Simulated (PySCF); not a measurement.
SbF2, SMILES [F][Sb+][F] (connectivity only; charge and spin as stated), charge +1, multiplicity 1.

Geometry optimised at PBE-D3(BJ)/def2-TZVP. The spin state was assumed, not searched. The isomer is the one that the SMILES or the coordinates give; other isomers of the formula were not compared. The def2 effective core potentials stand for the cores of Sb; spin–orbit coupling is left out.

These are PBE-D3(BJ)/def2-TZVP in PySCF 2.14.0 values and carry that method's errors.

Frequencies are harmonic and unscaled.

Computed vibrational spectrum:
| mode | ν (cm⁻¹) | IR (km/mol) | moving atoms (share of kinetic energy) |
|---|---|---|---|
| 1 | 211 | 9.5 | F 89 %, Sb 11 % |
| 2 | 684 | 75.8 | F 85 %, Sb 15 % |
| 3 | 691 | 42.1 | F 87 %, Sb 13 % |
